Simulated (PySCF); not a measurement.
PySCF input for diboron tetrafluoride (B₂F₄), SMILES FB(F)B(F)F, TDDFT-LC-ωPBE/def2-SVPD. Coordinates come from a r2SCAN-D4/def2-SVP optimisation. The values are those of a single conformer.

```python
import numpy as np
from pyscf import gto, scf, dft, tdscf

mol = gto.M(
    atom='''
    F     0.79595609   -0.79595610   -1.55427753
    B     0.00000000   -0.00000000   -0.85961738
    F    -0.79595609    0.79595609   -1.55427753
    B     0.00000000    0.00000000    0.85961738
    F     0.79595609    0.79595610    1.55427753
    F    -0.79595610   -0.79595609    1.55427753
    ''',
    basis='def2-SVPD',
    charge=0,
    spin=0,
    symmetry=True,
    max_memory=1600,
    verbose=4,
)
mf = dft.RKS(mol, xc='lc_wpbe').density_fit(auxbasis='def2-universal-jkfit')
mf.grids.level = 3
mf.conv_tol = 1e-9
mf.max_cycle = 100
mf.kernel()
mf.grids = dft.Grids(mol).set(level=1).build(with_non0tab=True)  # coarser grid for the response kernel
td = tdscf.TDDFT(mf)
td.singlet = True
td.nstates = 10
td.conv_tol = 1e-4
td.kernel(x0=td.get_init_guess(mf, 15))
td.analyze()
tt = tdscf.TDA(mf)
tt.singlet = False
tt.nstates = 4
tt.conv_tol = 1e-4
tt.kernel(x0=tt.get_init_guess(mf, 9))
tt.analyze(verbose=3)
```

It prints:

```
PySCF version 2.14.0

[INPUT] verbose = 4
[INPUT] num. atoms = 6
[INPUT] num. electrons = 46
[INPUT] charge = 0
[INPUT] spin (= nelec alpha-beta = 2S) = 0
[INPUT] symmetry True subgroup None
[INPUT] Mole.unit = angstrom
[INPUT] Symbol           X                Y                Z      unit          X                Y                Z       unit  Magmom
[INPUT]  1 F      0.795956090000  -0.795956100000  -1.554277530000 AA    1.504139017280  -1.504139036177  -2.937158853265 Bohr   0.0
[INPUT]  2 B      0.000000000000   0.000000000000  -0.859617380000 AA    0.000000000000   0.000000000000  -1.624441420116 Bohr   0.0
[INPUT]  3 F     -0.795956090000   0.795956090000  -1.554277530000 AA   -1.504139017280   1.504139017280  -2.937158853265 Bohr   0.0
[INPUT]  4 B      0.000000000000   0.000000000000   0.859617380000 AA    0.000000000000   0.000000000000   1.624441420116 Bohr   0.0
[INPUT]  5 F      0.795956090000   0.795956100000   1.554277530000 AA    1.504139017280   1.504139036177   2.937158853265 Bohr   0.0
[INPUT]  6 F     -0.795956100000  -0.795956090000   1.554277530000 AA   -1.504139036177  -1.504139017280   2.937158853265 Bohr   0.0

nuclear repulsion = 202.639586872531
point group symmetry = D2d, use subgroup D2
symmetry origin: [-3.69729028e-09  0.00000000e+00  0.00000000e+00]
symmetry axis x: [1.00000000e+00 7.64461240e-18 1.95507177e-09]
symmetry axis y: [ 0.00000000e+00  1.00000000e+00 -3.91014412e-09]
symmetry axis z: [-1.95507177e-09  3.91014412e-09  1.00000000e+00]
num. orbitals of irrep A = 35
num. orbitals of irrep B1 = 35
num. orbitals of irrep B2 = 31
num. orbitals of irrep B3 = 31
number of shells = 52
number of NR pGTOs = 192
number of NR cGTOs = 132
basis = def2-SVPD
ecp = {}


[settings echo left out]
init E= -449.304082517395
HOMO (A) = -0.400030783615041  LUMO (B3) = -0.0038811975625519  gap/eV = 10.77978
cycle= 1 E= -448.568780294176  delta_E= 0.735  |g|= 0.89  |ddm|= 3.05
HOMO (A) = -0.472754113743149  LUMO (B3) = 0.00506288936293098  gap/eV = 13.00206
cycle= 2 E= -448.579836244153  delta_E= -0.0111  |g|= 0.981  |ddm|= 1.41
HOMO (A) = -0.495232237059829  LUMO (B3) = 0.036273649030417  gap/eV = 14.46301
cycle= 3 E= -448.72604750603  delta_E= -0.146  |g|= 0.0519  |ddm|= 0.63
HOMO (A) = -0.477523954868809  LUMO (B3) = 0.0542016858724739  gap/eV = 14.46899
cycle= 4 E= -448.726781435706  delta_E= -0.000734  |g|= 0.013  |ddm|= 0.0947
HOMO (A) = -0.480072760504685  LUMO (B3) = 0.0529509314913446  gap/eV = 14.50431
cycle= 5 E= -448.72685558098  delta_E= -7.41e-05  |g|= 0.0015  |ddm|= 0.0323
HOMO (A) = -0.480249071602781  LUMO (B3) = 0.0526957604019493  gap/eV = 14.50217
cycle= 6 E= -448.726857267321  delta_E= -1.69e-06  |g|= 0.000242  |ddm|= 0.00692
HOMO (A) = -0.480246256390422  LUMO (B3) = 0.0527310357456758  gap/eV = 14.50305
cycle= 7 E= -448.726857306554  delta_E= -3.92e-08  |g|= 4.82e-05  |ddm|= 0.00111
HOMO (A) = -0.480239604605543  LUMO (B3) = 0.0527424067969213  gap/eV = 14.50318
cycle= 8 E= -448.726857308048  delta_E= -1.49e-09  |g|= 9.3e-06  |ddm|= 0.000189
HOMO (A) = -0.480240588186882  LUMO (B3) = 0.0527413719672327  gap/eV = 14.50318
cycle= 9 E= -448.726857308109  delta_E= -6.1e-11  |g|= 1.16e-06  |ddm|= 4.79e-05
HOMO (A) = -0.480240378359164  LUMO (B3) = 0.0527415978756647  gap/eV = 14.50318
Extra cycle  E= -448.72685730811  delta_E= -1.02e-12  |g|= 4.26e-07  |ddm|= 5.48e-06
converged SCF energy = -448.72685730811
tot grids = 31560


******** <class 'pyscf.tdscf.rks.TDDFT'> for <class 'pyscf.df.df_jk.DFSymAdaptedRKS'> ********
nstates = 10 singlet
deg_eia_thresh = 1.000e-03
wfnsym = None
conv_tol = 0.0001
eigh lindep = 1e-12
eigh level_shift = 0
eigh max_cycle = 100


Excitation energies (eV)
[ 7.7752189   7.77521891  9.68861301  9.69279353 10.16420905 10.78560224
 11.01618763 11.01618765 11.36961879 11.48473345]

** Singlet excitation energies and oscillator strengths **
Excited State   1:  ???      7.77522 eV    159.46 nm  f=0.0414
      23 -> 25        0.68801
Excited State   2:  ???      7.77522 eV    159.46 nm  f=0.0414
      23 -> 24       -0.68801
Excited State   3:  ???      9.68861 eV    127.97 nm  f=0.0000
      21 -> 24       -0.48949
      22 -> 25       -0.48949
Excited State   4:  ???      9.69279 eV    127.91 nm  f=0.0000
      21 -> 25        0.48933
      22 -> 24        0.48933
Excited State   5:  ???     10.16421 eV    121.98 nm  f=0.0000
      23 -> 26       -0.67710
      23 -> 33        0.10549
Excited State   6:  ???     10.78560 eV    114.95 nm  f=0.1847
      23 -> 27        0.64229
      23 -> 30       -0.18227
      23 -> 35       -0.13220
      23 -> 39        0.12002
Excited State   7:  ???     11.01619 eV    112.55 nm  f=0.0658
      18 -> 25        0.22844
      19 -> 24       -0.42688
      20 -> 25       -0.47479
Excited State   8:  ???     11.01619 eV    112.55 nm  f=0.0658
      18 -> 24       -0.22844
      19 -> 25       -0.42688
      20 -> 24       -0.47479
Excited State   9:  ???     11.36962 eV    109.05 nm  f=0.0000
      16 -> 24       -0.11614
      17 -> 25       -0.11614
      21 -> 24       -0.47575
      22 -> 25        0.47575
Excited State  10:  ???     11.48473 eV    107.96 nm  f=0.0813
      21 -> 25        0.47467
      22 -> 24       -0.47467

** Transition electric dipole moments (AU) **
state          X           Y           Z        Dip. S.      Osc.
  1         0.4664      0.0000      0.0000      0.2175      0.0414
  2         0.0000     -0.4664     -0.0000      0.2175      0.0414
  3        -0.0000      0.0000      0.0000      0.0000      0.0000
  4         0.0000      0.0000      0.0000      0.0000      0.0000
  5         0.0000      0.0000     -0.0000      0.0000      0.0000
  6         0.0000      0.0000      0.8361      0.6991      0.1847
  7         0.0000     -0.4939     -0.0000      0.2439      0.0658
  8         0.4939     -0.0000      0.0000      0.2439      0.0658
  9        -0.0000     -0.0000      0.0000      0.0000      0.0000
 10         0.0000      0.0000      0.5377      0.2891      0.0813

** Transition velocity dipole moments (imaginary part, AU) **
state          X           Y           Z        Dip. S.      Osc.
  1         0.1354      0.0000      0.0000      0.0183      0.0427
  2         0.0000     -0.1354     -0.0000      0.0183      0.0427
  3        -0.0000     -0.0000      0.0000      0.0000      0.0000
  4        -0.0000      0.0000     -0.0000      0.0000      0.0000
  5         0.0000      0.0000     -0.0000      0.0000      0.0000
  6         0.0000     -0.0000      0.3372      0.1137      0.1912
  7         0.0000     -0.1963     -0.0000      0.0385      0.0635
  8         0.1963     -0.0000      0.0000      0.0385      0.0635
  9        -0.0000     -0.0000      0.0000      0.0000      0.0000
 10        -0.0000      0.0000      0.2253      0.0508      0.0802

** Transition magnetic dipole moments (imaginary part, AU) **
state          X           Y           Z
  1         0.6571      0.0000     -0.0000
  2         0.0000      0.6571      0.0000
  3         0.0000      0.0000      0.0000
  4        -0.0000      0.0000      0.4844
  5         0.0000      0.0000      0.0000
  6        -0.0000      0.0000     -0.0000
  7        -0.0000      0.5187      0.0000
  8         0.5187      0.0000      0.0000
  9         0.0000     -0.0000      0.0000
 10        -0.0000     -0.0000      0.0000


******** <class 'pyscf.tdscf.rks.TDA'> for <class 'pyscf.df.df_jk.DFSymAdaptedRKS'> ********
nstates = 4 triplet
deg_eia_thresh = 1.000e-03
wfnsym = None
conv_tol = 0.0001
eigh lindep = 1e-12
eigh level_shift = 0
eigh max_cycle = 100


Excitation energies (eV)
[6.43055029 6.4305503  9.44082184 9.44452065]

** Triplet excitation energies and oscillator strengths **
Excited State   1:   B3      6.43055 eV    192.80 nm  f=0.0000
Excited State   2:   B2      6.43055 eV    192.80 nm  f=0.0000
Excited State   3:   B1      9.44082 eV    131.33 nm  f=0.0000
Excited State   4:    A      9.44452 eV    131.28 nm  f=0.0000
```

The calculation finished and met its thresholds.
